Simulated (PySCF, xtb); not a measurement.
SiFCl2Br, SMILES F[Si](Cl)(Cl)Br.

Harmonic wavenumbers (cm⁻¹) from GFN2-xTB (xtb 6.7.1) at its own minimum, in rising order: 111, 119, 175, 198, 203, 382, 544, 577, 836.

**Question.** What does PySCF with PBE-D3(BJ)/def2-SVP give at its own minimum? (Estimate from the structure and the level; the computed values follow.)

**Answer.** 129, 139, 204, 225, 252, 388, 573, 626, 906. Paired by order, the mean absolute difference is 33 cm⁻¹ and the zero-point energies are 4.5 and 4.9 kcal/mol.
